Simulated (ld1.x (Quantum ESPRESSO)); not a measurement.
## Before and after: TM potential for Cl

Cl, norm-conserving Troullier–Martins (Kleinman–Bylander form), made with ld1.x (Quantum ESPRESSO) 7.5 (PW91, scalar-relativistic). Core [Ne], reference 3s2 3p3.5 (charge +1.5). Waves: 3s (bound): rc 1.10 bohr; 3p (bound): rc 1.30 bohr; 3d channel at 0.05 Ry: rc 1.40 bohr. Local part: the d channel. Core correction: Bessel-smoothed model core, default radius (core density twice the valence density).

Change: wave 3s (bound): rc 1.10 bohr becomes 3s (bound): rc 1.66 bohr.

Cutoffs: the cutoffs (Ry, on a coarse ladder) from which the occupation-weighted sum of valence levels, in a spherical-Bessel basis at the reference potential, stays within 10 and 1 mRy of its value at 400 Ry; they do not see the model core or the augmentation charge, which bear on the density cutoff. Errors are all-electron minus pseudo energies relative to the spin-unpolarised reference configuration.

Q: Predict the effect on cutoff, ghosts and configuration errors.

A: The potential gets softer (60 Ry and 140 Ry → 35 Ry and 60 Ry); of the 7 tests that both files solve, the error grows in 6 and shrinks in 0 by more than 15 % and 0.3 meV (median size 12.4 → 13.0 meV); neither file shows a bound ghost. A larger radius leaves more room for a smooth pseudo-wave, so fewer plane waves are needed. More of the atom is replaced by a form fitted at one configuration, so other configurations suffer.

| quantity | base | changed |
| --- | --- | --- |
| cutoff, loose | 60 Ry | 35 Ry |
| cutoff, tight | 140 Ry | 60 Ry |
| loose cutoff by channel (10 mRy a level) | s 45 Ry, p 15 Ry | s 21 Ry, p 15 Ry |
| bound ghosts | none | none |
| error for 3s2 3p5, meV [ΔE -25.15 eV] | +19 | +23 |
| error for 3s2 3p4, meV [ΔE -11.22 eV] | +3.8 | +4.5 |
| error for 3s2 3p3, meV [ΔE 14.29 eV] | +3.1 | +4.2 |
| error for 3s2 3p1, meV [ΔE 105.02 eV] | +184 | +244 |
| error for 3s1 3p5, meV [ΔE 1.48 eV] | +1.4 | -3.4 |
| error for 3s1 3p6, meV [ΔE -13.00 eV] | +12 | +13 |
| error for 3s2 3p2, meV [ΔE 52.68 eV] | +48 | +63 |
